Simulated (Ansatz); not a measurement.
`C[SiH2][SiH2]Cl` + `[F][GeH2][NH][GeH3]` → `[F][GeH2][SiH2]Cl` + `C[SiH2][NH][GeH3]`  (redistribution)

Gas-phase electronic energies from Ansatz, PBE0-D4/def2-TZVP geometries. CCSD(T)/CBS is the MP2 limit (def2-TZVPP, def2-QZVPP) plus CCSD(T) − MP2 in def2-TZVPP, frozen cores. This one scheme is used for every species. DFT in def2-TZVPP. HSE06 is defined as in plane-wave codes. For Ge outer-core shells are correlated without core-valence functions, which leaves a few kJ/mol of doubt a bond. Scalar relativity is left out up to krypton. Each species was taken in one conformer, which may not be the lowest.

`C[SiH2][SiH2]Cl`:

```xyz
11

C     0.030   -0.628   -1.601
Si   -0.601    0.604   -0.340
Si    0.270    0.121    1.777
Cl    2.332    0.021    1.610
H    -0.298   -1.640   -1.354
H     1.122   -0.620   -1.625
H    -0.338   -0.382   -2.599
H    -2.089    0.571   -0.253
H    -0.192    1.990   -0.699
H    -0.047    1.159    2.792
H    -0.190   -1.196    2.291
```

`[F][GeH2][NH][GeH3]`:

```xyz
10

F     0.944   -1.716   -1.666
Ge    1.136   -1.144   -0.023
N     0.488    0.535    0.136
Ge   -1.297    0.995    0.154
H     0.294   -2.098    0.828
H     2.648   -1.157    0.227
H     1.114    1.262   -0.181
H    -2.043   -0.249    0.656
H    -1.799    1.392   -1.247
H    -1.486    2.179    1.117
```

`[F][GeH2][SiH2]Cl`:

Z-matrix (Å, degrees):
```
Ge
Si 1 2.389
F 1 1.748 2 106.4
H 1 1.540 2 113.4 3 115.7
H 1 1.537 2 113.7 3 -116.2
Cl 2 2.055 1 109.2 3 70.3
H 2 1.485 1 109.9 3 -170.9
H 2 1.482 1 110.7 3 -49.5
```

`C[SiH2][NH][GeH3]`:

Z-matrix (Å, degrees):
```
C
Si 1 1.866
H 1 1.093 2 110.6
H 1 1.092 2 111.0 3 120.5
H 1 1.094 2 110.9 3 -119.3
N 2 1.722 1 111.7 3 180.0
H 2 1.495 1 107.8 3 55.6
H 2 1.489 1 111.1 3 -62.1
Ge 6 1.837 2 127.3 1 139.4
H 6 1.010 2 117.1 1 -56.5
H 9 1.539 6 108.1 2 -151.8
H 9 1.543 6 112.0 2 88.4
H 9 1.534 6 107.1 2 -31.9
```

| level | ΔE (kJ/mol) | difference from CCSD(T)/CBS |
| --- | --- | --- |
| PBE-D4 | -27.6 | 1.7 |
| revPBE-D4 | -27.7 | 1.6 |
| B97M-V | -31.5 | -2.2 |
| r2SCANh-D4 | -31.6 | -2.3 |
| PBE-QIDH | -28.6 | 0.7 |
| r2SCAN | -31.6 | -2.3 |
| HSE06 | -29.6 | -0.3 |
| LC-ωPBE | -29.2 | 0.1 |
| SCS-MP2/def2-TZVPP | -28.7 | 0.6 |
| CCSD(T)/def2-TZVPP | -26.9 | 2.4 |
| CCSD(T)/CBS | -29.3 | 0 |

Largest T1 diagnostic among the species: 0.012.

In def2-TZVPP, CCSD(T) changes the Hartree–Fock value by +7.7 kJ/mol (the triples alone add +1.8 kJ/mol) and MP2 by +6.6 kJ/mol. Leaving LDA and LC-ωPBE aside and taking each functional with its dispersion term where it has one, the values, not all of them listed here, spread over 7.4 kJ/mol, from BHLYP-D4 to PBE-D4.
